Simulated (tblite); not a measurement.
Compound: C₈H₆FN.
Bonds: F1–C2, C2–N3 (aromatic), N3–C4 (aromatic), C4–C5 (aromatic), C5–C6 (aromatic), C6–C7 (aromatic), C7–C8 (aromatic), C8–C9 (aromatic), C9–C10 (aromatic), C2–C10 (aromatic), C5–C10 (aromatic). Hydrogens: H11 on N3; H12 on C4; H13 on C6; H14 on C7; H15 on C8; H16 on C9.

Computed with GFN2-xTB (tblite), gas phase: L-BFGS steps from a force-field or distance-geometry start until the largest atomic force falls under 0.01 eV/Å.

Step 4: E = -757.2357 eV
```
atom  x, y, z in Å  |  force x, y, z in eV/Å
F1      2.1537   -2.2087   -0.4892    0.341  -0.069   0.000
C2      1.6253   -1.0183   -0.1883    0.213  -0.025   0.002
N3      2.3969    0.0392    0.1503   -0.516   0.060   0.006
C4      1.5933    1.1092    0.4049   -0.169  -0.002  -0.030
C5      0.2808    0.7231    0.2164    0.001  -0.100   0.004
C6     -0.9567    1.3897    0.3314    0.172  -0.181  -0.059
C7     -2.0763    0.6623    0.0563    0.210   0.375   0.119
C8     -2.0390   -0.6927   -0.3189    0.212  -0.362  -0.070
C9     -0.8768   -1.3903   -0.4371    0.186   0.292   0.072
C10     0.3005   -0.6637   -0.1678   -0.035  -0.067  -0.018
H11     3.3913    0.0524    0.2161    0.477  -0.111  -0.005
H12     1.9547    2.0672    0.6942    0.293   0.138   0.053
H13    -0.9661    2.4307    0.6244   -0.167  -0.096  -0.040
H14    -3.0314    1.1332    0.1272   -0.460   0.191   0.029
H15    -2.9591   -1.1916   -0.5126   -0.566  -0.201  -0.093
H16    -0.7987   -2.4328   -0.7186   -0.191   0.159   0.030
```

Step 5: E = -757.2640 eV
```
atom  x, y, z in Å  |  force x, y, z in eV/Å
F1      2.1737   -2.2016   -0.4864    0.274  -0.129  -0.019
C2      1.6291   -1.0190   -0.1862    0.164  -0.022  -0.024
N3      2.4006    0.0380    0.1490   -0.114   0.102   0.064
C4      1.5974    1.1067    0.4064   -0.049   0.125  -0.013
C5      0.2869    0.7202    0.2149   -0.099  -0.021   0.040
C6     -0.9543    1.3748    0.3282    0.008  -0.043  -0.042
C7     -2.0839    0.6642    0.0572    0.100   0.135   0.037
C8     -2.0497   -0.6939   -0.3201    0.123  -0.152  -0.010
C9     -0.8777   -1.3739   -0.4323   -0.049   0.092  -0.007
C10     0.3016   -0.6603   -0.1677    0.224  -0.177  -0.021
H11     3.4058    0.0492    0.2158    0.005  -0.115  -0.033
H12     1.9638    2.0650    0.6937    0.252   0.103   0.043
H13    -0.9732    2.4097    0.6172   -0.116   0.161   0.041
H14    -3.0447    1.1341    0.1265   -0.258   0.181   0.042
H15    -2.9754   -1.1939   -0.5141   -0.332  -0.145  -0.064
H16    -0.8078   -2.4103   -0.7135   -0.130  -0.095  -0.034
```

Step 6: E = -757.2747 eV
```
atom  x, y, z in Å  |  force x, y, z in eV/Å
F1      2.1854   -2.2013   -0.4857    0.217  -0.057  -0.002
C2      1.6327   -1.0200   -0.1861    0.236  -0.051  -0.029
N3      2.4019    0.0393    0.1498   -0.038   0.090   0.063
C4      1.5980    1.1087    0.4069   -0.027   0.082  -0.021
C5      0.2872    0.7186    0.2150    0.075  -0.039   0.037
C6     -0.9529    1.3695    0.3265   -0.119   0.119   0.000
C7     -2.0860    0.6661    0.0578   -0.105   0.010  -0.012
C8     -2.0524   -0.6959   -0.3204   -0.130  -0.009   0.010
C9     -0.8784   -1.3676   -0.4310   -0.008  -0.088  -0.049
C10     0.3063   -0.6619   -0.1679    0.092  -0.125  -0.012
H11     3.4097    0.0461    0.2150   -0.096  -0.091  -0.033
H12     1.9713    2.0657    0.6941    0.203   0.070   0.031
H13    -0.9776    2.4052    0.6155   -0.077   0.152   0.041
H14    -3.0532    1.1374    0.1270   -0.042   0.104   0.035
H15    -2.9863   -1.1970   -0.5157   -0.072  -0.039  -0.018
H16    -0.8132   -2.4040   -0.7122   -0.107  -0.128  -0.043
```

Question: Estimate the geometry and energy of step 7. (The exact step hangs on the optimiser's Hessian estimate; all steps are aligned on step 6, rigid shifts and turns removed.)

Answer: E = -757.2829 eV, largest force 0.212 eV/Å
```
atom  x, y, z in Å  |  force x, y, z in eV/Å
F1      2.1984   -2.2023   -0.4852    0.189   0.014   0.016
C2      1.6400   -1.0218   -0.1866    0.078  -0.021  -0.022
N3      2.4014    0.0421    0.1517    0.135   0.008   0.038
C4      1.5974    1.1116    0.4067    0.081   0.115   0.012
C5      0.2891    0.7164    0.2157   -0.067   0.000   0.019
C6     -0.9541    1.3683    0.3254   -0.081   0.104   0.010
C7     -2.0895    0.6681    0.0580   -0.193  -0.078  -0.040
C8     -2.0568   -0.6976   -0.3205   -0.139   0.064   0.020
C9     -0.8784   -1.3650   -0.4311   -0.098  -0.128  -0.055
C10     0.3108   -0.6655   -0.1683    0.067  -0.067   0.002
H11     3.4112    0.0420    0.2138   -0.161  -0.044  -0.023
H12     1.9810    2.0678    0.6952    0.116  -0.021   0.001
H13    -0.9825    2.4050    0.6150   -0.045   0.111   0.028
H14    -3.0603    1.1420    0.1281    0.097   0.041   0.024
H15    -2.9959   -1.2001   -0.5172    0.104   0.032   0.015
H16    -0.8194   -2.4020   -0.7122   -0.083  -0.130  -0.045
```

The energy changes by -0.0082 eV. The first-order estimate −F·Δx gives -0.0120 eV and the mean of the old and new forces, exact on a quadratic surface, -0.0082 eV. The step makes an angle of 42° with the force vector and moves no atom by more than 0.013 Å.

The cost below is that of the whole relaxation. On Arm Neoverse V1, one thread, shared host with 32 logical CPUs at a one-minute load of 26, this took 0.17 s of wall time.
